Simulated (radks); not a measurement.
Ionisation of the vanadium ion V17+, [He] 2s2 2p2, to [He] 2s2 2p1 as the strength of local exchange is varied. Calculated with a radial shooting solver on a logarithmic mesh with Libxc functionals: Dirac Kohn-Sham, Slater X-alpha exchange (alpha = 2/3 is LDA exchange), no correlation, spin-unpolarised, spherical densities, point nucleus; open shells fill j = l - 1/2 first.

\begin{tabular}{lrrrrr}
alpha & E(V17+) (hartree) & exchange (hartree) & IE (eV) & -e of the level emptied (eV) & <r> of it (bohr) \\ \hline
0.667 & -723.92466 & -21.26695 & 1255.3 & 1208.9 (2p1/2) & 0.2451 \\
0.67 & -724.02031 & -21.36434 & 1255.6 & 1209.2 (2p1/2) & 0.2451 \\
0.681 & -724.37112 & -21.72158 & 1256.8 & 1210.4 (2p1/2) & 0.2450 \\
0.734 & -726.06286 & -23.44578 & 1262.5 & 1216.3 (2p1/2) & 0.2444 \\
0.752 & -726.63796 & -24.03246 & 1264.5 & 1218.3 (2p1/2) & 0.2443 \\
0.848 & -729.70993 & -27.17091 & 1274.9 & 1228.9 (2p1/2) & 0.2433 \\
1.05 & -736.19991 & -33.82690 & 1296.9 & 1251.4 (2p1/2) & 0.2413 \\
\end{tabular}

NIST Atomic Spectra Database: 1259 eV (semi-empirical). The Delta-SCF value meets it near alpha = 0.70. Spin polarisation and multiplet splitting are left out, so open shells lie too high by an amount that depends on their filling.

Beside tabulated values, note that spin-unpolarised runs miss the spin-polarisation part of the exchange energy of open shells.
